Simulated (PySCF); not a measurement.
CH5BrGeO (SMILES C[O][GeH2][Br]), singlet, geometry from GFN2-xTB; PySCF with CASSCF(6,8)/STO-3G.

Here is a job for PySCF.
```python
from pyscf import gto, scf, mcscf
import numpy

mol = gto.Mole()
mol.atom = '''
    Ge    0.24000316   -0.64438944    0.66206643
    Br    0.71467650    1.10464555   -0.71119700
    O    -1.28672712   -1.31931992    0.17908214
    C    -2.53190976   -0.67332330   -0.00470692
    H     1.15662723   -1.79935645    0.40846963
    H     0.22906086   -0.09049872    2.07286525
    H    -2.43543732    0.20991897   -0.64236325
    H    -2.96621520   -0.37536333    0.95191773
    H    -3.19253886   -1.39233327   -0.48953549
'''
mol.basis = 'sto-3g'
mol.verbose = 4
mol.build()

mf = scf.RHF(mol)
mf.kernel()
mc = mcscf.CASSCF(mf, 8, 6)
mc.fix_spin_(ss=0.0)
mc.kernel()
occ = numpy.linalg.eigvalsh(mc.fcisolver.make_rdm1(mc.ci, mc.ncas, mc.nelecas))[::-1]
ss = mc.fcisolver.spin_square(mc.ci, mc.ncas, mc.nelecas)[0]
print('natural occupations', occ.round(4), ' <S^2>', round(ss, 4))
```

Output, abridged:

```
PySCF version 2.14.0

[INPUT] verbose = 4
[INPUT] num. atoms = 9
[INPUT] num. electrons = 86
[INPUT] charge = 0
[INPUT] spin (= nelec alpha-beta = 2S) = 0
[INPUT] symmetry False subgroup None
[INPUT] Mole.unit = angstrom
[INPUT] Symbol           X                Y                Z      unit          X                Y                Z       unit  Magmom
[...]
nuclear repulsion = 552.441066203084
number of shells = 27
number of NR pGTOs = 153
number of NR cGTOs = 51
basis = sto-3g
ecp = {}

******** <class 'pyscf.scf.hf.RHF'> ********
method = RHF
initial guess = minao
damping factor = 0
level_shift factor = 0
DIIS = <class 'pyscf.scf.diis.CDIIS'>
diis_start_cycle = 1
diis_space = 8
diis_damp = 0
SCF conv_tol = 1e-09
SCF conv_tol_grad = None
SCF max_cycles = 50
direct_scf = True
direct_scf_tol = 1e-13
Set gradient conv threshold to 3.16228e-05
Initial guess from minao.
init E= -4704.39331461217
[...]
cycle= 1 E= -4710.53818931224  delta_E= -6.14  |g|= 0.526  |ddm|= 3.44
[...]
cycle= 2 E= -4710.6406060558  delta_E= -0.102  |g|= 0.141  |ddm|= 0.941
[...]
cycle= 3 E= -4710.64874682685  delta_E= -0.00814  |g|= 0.0408  |ddm|= 0.278
[...]
cycle= 4 E= -4710.64963042747  delta_E= -0.000884  |g|= 0.0091  |ddm|= 0.0799
[...]
cycle= 5 E= -4710.64969624894  delta_E= -6.58e-05  |g|= 0.00128  |ddm|= 0.03
[...]
cycle= 6 E= -4710.64969742435  delta_E= -1.18e-06  |g|= 0.000284  |ddm|= 0.00367
[...]
cycle= 7 E= -4710.64969748831  delta_E= -6.4e-08  |g|= 8.39e-05  |ddm|= 0.000852
[...]
cycle= 8 E= -4710.64969749556  delta_E= -7.25e-09  |g|= 1.85e-05  |ddm|= 0.000337
[...]
cycle= 9 E= -4710.64969749594  delta_E= -3.8e-10  |g|= 3.61e-06  |ddm|= 8.08e-05
[...]
Extra cycle  E= -4710.64969749594  delta_E= -1.82e-12  |g|= 1.73e-06  |ddm|= 9.35e-06
converged SCF energy = -4710.64969749594

******** <class 'pyscf.mcscf.mc1step.CASSCF'> ********
CAS (3e+3e, 8o), ncore = 40, nvir = 3
max_cycle_macro = 50
max_cycle_micro = 4
conv_tol = 1e-07
conv_tol_grad = None
orbital rotation max_stepsize = 0.02
orbital rotation threshold for CI restart = 0.01
augmented hessian ah_max_cycle = 30
augmented hessian ah_conv_tol = 1e-12
augmented hessian ah_linear dependence = 1e-14
augmented hessian ah_level shift = 1e-08
augmented hessian ah_start_tol = 2.5
augmented hessian ah_start_cycle = 3
augmented hessian ah_grad_trust_region = 3
kf_trust_region = 3
kf_interval = 4
ci_response_space = 4
ci_grad_trust_region = 3
with_dep4 0
natorb = False
canonicalization = True
sorting_mo_energy = False
ao2mo_level = 2
internal_rotation = False
******** <class 'pyscf.fci.addons.SpinPenaltyFCISolver'> ********
max. cycles = 50
conv_tol = 1e-08
davidson only = True
linear dependence = 1e-12
level shift = 0.001
max iter space = 12
nroots = 1
pspace_size = 400
spin = None
CASCI E = -4710.65453391837  S^2 = 0.0000000
Set conv_tol_grad to 0.000316228
macro iter   1 ( 21 JK    4 micro), CASSCF E = -4710.66281266782  dE = -8.27874945e-03  S^2 = 0.0000000
               |grad[o]|=0.0104  |grad[c]|=0.0821  |ddm|=0.0799  |maxRot[o]|=0.258
macro iter   2 ( 21 JK    4 micro), CASSCF E = -4710.67194504442  dE = -9.13237660e-03  S^2 = 0.0000000
               |grad[o]|=0.015  |grad[c]|=0.0335  |ddm|=0.0505  |maxRot[o]|=0.235
macro iter   3 ( 21 JK    4 micro), CASSCF E = -4710.67738444334  dE = -5.43939892e-03  S^2 = 0.0000000
               |grad[o]|=0.016  |grad[c]|=0.0164  |ddm|=0.0414  |maxRot[o]|=0.183
macro iter   4 ( 21 JK    4 micro), CASSCF E = -4710.68402627052  dE = -6.64182718e-03  S^2 = 0.0000000
               |grad[o]|=0.0154  |grad[c]|=0.0647  |ddm|=0.0702  |maxRot[o]|=0.229
macro iter   5 ( 21 JK    4 micro), CASSCF E = -4710.69365829627  dE = -9.63202575e-03  S^2 = 0.0000000
               |grad[o]|=0.0185  |grad[c]|=0.0748  |ddm|=0.062  |maxRot[o]|=0.269
macro iter   6 ( 21 JK    4 micro), CASSCF E = -4710.70047108995  dE = -6.81279367e-03  S^2 = 0.0000000
               |grad[o]|=0.0199  |grad[c]|=0.0204  |ddm|=0.0118  |maxRot[o]|=0.158
macro iter   7 ( 12 JK    3 micro), CASSCF E = -4710.70232503070  dE = -1.85394075e-03  S^2 = 0.0000000
               |grad[o]|=0.0136  |grad[c]|=0.0142  |ddm|=0.0115  |maxRot[o]|=0.106
macro iter   8 ( 21 JK    4 micro), CASSCF E = -4710.70260057385  dE = -2.75543151e-04  S^2 = 0.0000000
               |grad[o]|=0.0112  |grad[c]|=0.0118  |ddm|=0.00597  |maxRot[o]|=0.0419
macro iter   9 ( 21 JK    4 micro), CASSCF E = -4710.70270416941  dE = -1.03595564e-04  S^2 = 0.0000000
               |grad[o]|=0.0105  |grad[c]|=0.00916  |ddm|=0.00553  |maxRot[o]|=0.0356
macro iter  10 ( 21 JK    4 micro), CASSCF E = -4710.70270882233  dE = -4.65292214e-06  S^2 = 0.0000000
               |grad[o]|=0.0102  |grad[c]|=0.00876  |ddm|=0.00507  |maxRot[o]|=0.0251
macro iter  11 ( 21 JK    4 micro), CASSCF E = -4710.70270268479  dE =  6.13754491e-06  S^2 = 0.0000000
               |grad[o]|=0.0101  |grad[c]|=0.00881  |ddm|=0.00472  |maxRot[o]|=0.0254
macro iter  12 ( 21 JK    4 micro), CASSCF E = -4710.70420123145  dE = -1.49854666e-03  S^2 = 0.0000000
               |grad[o]|= 0.01  |grad[c]|=0.00189  |ddm|=0.00358  |maxRot[o]|=0.0519
macro iter  13 ( 21 JK    4 micro), CASSCF E = -4710.70579747035  dE = -1.59623889e-03  S^2 = 0.0000000
               |grad[o]|=0.0081  |grad[c]|=0.00341  |ddm|=0.00248  |maxRot[o]|=0.131
macro iter  14 ( 21 JK    4 micro), CASSCF E = -4710.70585099408  dE = -5.35237332e-05  S^2 = 0.0000000
               |grad[o]|=0.00512  |grad[c]|=0.00406  |ddm|=0.00247  |maxRot[o]|=0.194
macro iter  15 ( 21 JK    4 micro), CASSCF E = -4710.70566051482  dE =  1.90479255e-04  S^2 = 0.0000000
               |grad[o]|=0.00511  |grad[c]|=0.00459  |ddm|=0.00212  |maxRot[o]|=0.0992
macro iter  16 ( 21 JK    4 micro), CASSCF E = -4710.70641738265  dE = -7.56867823e-04  S^2 = 0.0000000
               |grad[o]|=0.00561  |grad[c]|=0.00145  |ddm|=0.00147  |maxRot[o]|=0.0638
macro iter  17 ( 20 JK    4 micro), CASSCF E = -4710.70650166928  dE = -8.42866384e-05  S^2 = 0.0000000
               |grad[o]|=0.00346  |grad[c]|=0.00301  |ddm|=0.00137  |maxRot[o]|=0.0574
macro iter  18 ( 17 JK    4 micro), CASSCF E = -4710.70648792481  dE =  1.37444749e-05  S^2 = 0.0000000
               |grad[o]|=0.00314  |grad[c]|=0.00271  |ddm|=0.0008  |maxRot[o]|=0.00316
macro iter  19 ( 21 JK    4 micro), CASSCF E = -4710.70680255324  dE = -3.14628429e-04  S^2 = 0.0000000
               |grad[o]|=0.00321  |grad[c]|=0.000843  |ddm|=0.000583  |maxRot[o]|=0.0342
macro iter  20 ( 13 JK    4 micro), CASSCF E = -4710.70686466220  dE = -6.21089575e-05  S^2 = 0.0000000
               |grad[o]|=0.00142  |grad[c]|=0.000602  |ddm|=0.000569  |maxRot[o]|=0.0241
macro iter  21 (  9 JK    3 micro), CASSCF E = -4710.70687919223  dE = -1.45300346e-05  S^2 = 0.0000000
               |grad[o]|=0.000625  |grad[c]|=0.000248  |ddm|=0.000206  |maxRot[o]|=0.00954
macro iter  22 (  6 JK    1 micro), CASSCF E = -4710.70687960083  dE = -4.08596861e-07  S^2 = 0.0000000
               |grad[o]|=0.000105  |grad[c]|=0.000171  |ddm|=5.12e-05  |maxRot[o]|=0.00439
macro iter  23 (  3 JK    1 micro), CASSCF E = -4710.70687961625  dE = -1.54259396e-08  S^2 = 0.0000000
               |grad[o]|=2.99e-05  |grad[c]|=8.45e-05  |ddm|=    0  |maxRot[o]|=0.0026
1-step CASSCF converged in  23 macro (416 JK  84 micro) steps
CASSCF canonicalization
Density matrix diagonal elements [1.97514819 1.97728951 1.97216905 0.0042128  0.02535732 0.014234
 0.01262641 0.01896272]
CASSCF energy = -4710.70687961625
CASCI E = -4710.70687961625  E(CI) = -9.18358874630030  S^2 = 0.0000000
natural occupations [1.9795e+00 1.9739e+00 1.9722e+00 2.9600e-02 2.4600e-02 1.8600e-02
 1.2000e-03 4.0000e-04]  <S^2> 0.0
```
